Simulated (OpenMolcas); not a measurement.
Cr4+: ligand-field states by method

Cr4+ with 6 ligands (fluoride) in octahedral coordination (Oh) at 1.86 Å. A charge of +0.333 e stands 2.8 Å behind each ligand. Ligand basis ANO-RCC-VDZP.

```yaml
Program: OpenMolcas
Basis: ANO-RCC-VTZP [6s5p3d2f1g]
Scalar_Hamiltonian: DKH2, point nucleus
Active_space: 2 electrons in 5 orbitals (3d)
State_averaging: 2S+1 = 3 even, 10 roots; 2S+1 = 1 even, 15 roots
Spin-orbit_coupling: state interaction with AMFI integrals over the reference wave functions
```

I. CASSCF
II. SS-CASPT2, IPEA 0.25 Eh, imaginary shift 0.1 Eh (closed shells correlated: 3s 3p and the ligand valence shells)
III. SS-CASPT2, IPEA 0.25 Eh, imaginary shift 0.1 Eh (closed shells correlated: the ligand valence shells only)

Spin-free states (labels of O, the rotations of Oh) in cm-1, each column counted from its own energy of the first state listed:

```tsv
State	Degeneracy	I	II	III
3T1	3	0	0	0
1T2	3	15328	10480	11760
1E	2	15808	10920	12230
3T2	3	17137	21530	20510
3T1	3	31017	31630	31860
1A1	1	32076	24410	26200
1T2	3	33479	32910	33280
3A2	1	36258	45000	43030
1T1	3	37103	36230	36650
1E	2	52123	54900	54160
1A1	1	72795	68660	68210
```

From I to II, I's first state of the same spin (3T2) moves from 17137 to 21530 cm-1, by about +4400 cm-1.

From I to II, I's first state of another spin (1T2) moves from 15328 to 10480 cm-1, by about -4800 cm-1.

I: A least-squares ligand-field fit to the states below 45000 cm-1, each weighted by its degeneracy and with a free common offset, gives 10Dq = 18463 cm-1, B = 1043 cm-1 and C = 3958 cm-1 (C/B = 3.79), with an rms deviation of 390 cm-1. 

II: A least-squares ligand-field fit to the states below 45000 cm-1, each weighted by its degeneracy and with a free common offset, gives 10Dq = 22990 cm-1, B = 787 cm-1 and C = 2691 cm-1 (C/B = 3.42), with an rms deviation of 301 cm-1. The same method and metal basis give the free ion B = 1127 cm-1 (fit to its terms below 60000 cm-1, rms deviation 686 cm-1), so the nephelauxetic ratio is β = 787 / 1127 = 0.70; it hangs on how both fits weigh the states, and computed free-ion B values tend to be too large, so β mixes covalency with correlation.

III: A least-squares ligand-field fit to the states below 45000 cm-1, each weighted by its degeneracy and with a free common offset, gives 10Dq = 21997 cm-1, B = 871 cm-1 and C = 2930 cm-1 (C/B = 3.36), with an rms deviation of 257 cm-1. 

From I to II, 10Dq changes by +25 %, B by -25 % and C by -32 %.

χT at 300 K: I 0.72, II 0.72, III 0.72 cm3 K/mol.

Roots that are degenerate in the reference are averaged as groups; the widest CASPT2 spread within a group is 70 cm-1 (the 2-fold group of multiplicity 1 near 12200 cm-1 above the lowest state of its run, III). Shifts and gaps below about the spread of the groups concerned are not significant. Over all roots computed the reference weight is 0.68 to 0.70 in II, 0.71 to 0.72 in III; a low but even weight reflects the number of correlated electrons. An orbital triplet at a regular site is open to Jahn-Teller coupling, which can distort the site and quench the lowest spin-orbit gaps and is left out. The least metal-like active orbital is 82 % on the metal (Löwdin) and no ligand orbital is active, so the numbers are rough. Ligand-to-metal charge-transfer states are missing. With no ligand orbital active B as a rule stays too high, so bands that hang on it stand too high and its fall with covalency is understated. Without dynamic correlation the repulsion within the d shell is too large (B by tens of per cent), so at a given field states of lower spin stand too high (holds for I). With metal d orbitals alone and no dynamic correlation the field as a rule comes out too small, by tens of per cent, by up to half for chloride and softer ligands (holds for I). With one d shell and no ligand orbital active, 10Dq can be off by a tenth or more (holds for II; III). No measured value stands beside these numbers; the geometry is a model, was not optimised and need not be the one that this ion takes.
